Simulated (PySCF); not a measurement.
```xyz
4
charge 0 multiplicity 3, angstrom
W     0.1536   -0.1084    0.0000
O     1.5237   -1.0752    0.0000
Cl   -0.7437    0.5248   -1.9903
Cl   -0.7437    0.5248    1.9903
```

Level of theory: PySCF, UPBE0, basis W def2-TZVP with ECP60, O def2-TZVP, Cl def2-TZVP (scalar-relativistic core potentials, no spin–orbit coupling, density fitting).

This geometry of WOCl₂ is a stationary point at this level.

(1) What is the point group?

(2) Is it a minimum?

(3) Which band is strongest in the infrared?

(4) Give the ideal-gas entropy at 298.15 K and 1 bar by parts.

(5) What is the atomisation energy, with and without zero-point energy?

Results:

(1) C2v.

(2) Yes: all harmonic wavenumbers are real.

(3) 1065 cm⁻¹ (a1), 147 km/mol.

(4) translation 178.7, rotation 110.9, vibration 45.7, spin 9.1; total 344.5 J/(mol K).

(5) 1582 kJ/mol without, 1568 kJ/mol with.

This need not be the most stable arrangement of these atoms. Other spin states or occupations of the open shell can lie lower. Spin–orbit coupling, left out here, can matter for elements this heavy.
